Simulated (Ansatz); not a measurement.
Reaction (atomization): `C[CH](C)[InH][CH](C)C` → 6 C• + 15 H• + In•

Isolated molecules relaxed with PBE0-D4/def2-TZVP in Ansatz; ΔE leaves out vibrations. CCSD(T)/CBS is the MP2 limit (def2-TZVPP, def2-QZVPP) plus CCSD(T) − MP2 in def2-TZVPP, frozen cores. This one scheme is used for every species, atoms too. Functionals use def2-TZVPP. B3LYP here is the variant with VWN-RPA as its local correlation; programs differ in this. Open shells (•) are unrestricted, without spin–orbit coupling. Spin–orbit coupling would lower the free atoms: a little for C; strongly for In. Elements past krypton have def2 core potentials. For In outer-core shells are correlated without core-valence functions, so the limit isn't a true one: a few kJ/mol of doubt a bond, and 10 to 20 or more in all where bonds break to atoms. One conformer a species, not always the lowest.

(1) What is ΔE at CCSD(T)/CBS? (Best estimate.)

(2) What do these levels give: r2SCAN-D4, PBE0-D4, r2SCANh-D4, BHLYP-D4, CAM-B3LYP-D4, ωB97X-V, B2PLYP, BLYP, B3LYP, r2SCAN0, MP2/def2-TZVPP, MP2/def2-QZVPP? (Best estimate.)

Largest T1 diagnostic among the species: 0.015.

Results:

(1) Ansatz gave: +8141.3 kJ/mol.

(2) Computed: r2SCAN-D4 8139.3, PBE0-D4 8166.8, r2SCANh-D4 8114.0, BHLYP-D4 7962.7, CAM-B3LYP-D4 8156.3, ωB97X-V 8142.5, B2PLYP 8034.6, BLYP 7955.5, B3LYP 8043.0, r2SCAN0 8064.1, MP2/def2-TZVPP 8019.3, MP2/def2-QZVPP 8117.4 kJ/mol.

From BLYP to BHLYP (50 % exact exchange), in def2-TZVPP and without D4, ΔE moves by −51.9 kJ/mol: exact exchange takes away binding that semilocal exchange gives to molecules. Leaving LDA and LC-ωPBE aside and taking each functional with its dispersion term where it has one, the values, not all of them listed here, spread over 277.8 kJ/mol, from BHLYP-D4 to PBE-D4. LDA lies +990.0 kJ/mol from PBE without D4, its usual overbinding. In def2-TZVPP, CCSD(T) changes the Hartree–Fock value by +1854.9 kJ/mol (the triples alone add +95.8 kJ/mol) and MP2 by +1900.0 kJ/mol; breaking electron pairs costs correlation energy, which Hartree–Fock lacks.

For atomizations the MP2-based limit and the directly extrapolated one differ by several kJ/mol either way, and by 10 to 25 for some Ge, Se and Sn compounds, so smaller differences from it don't rank the levels.
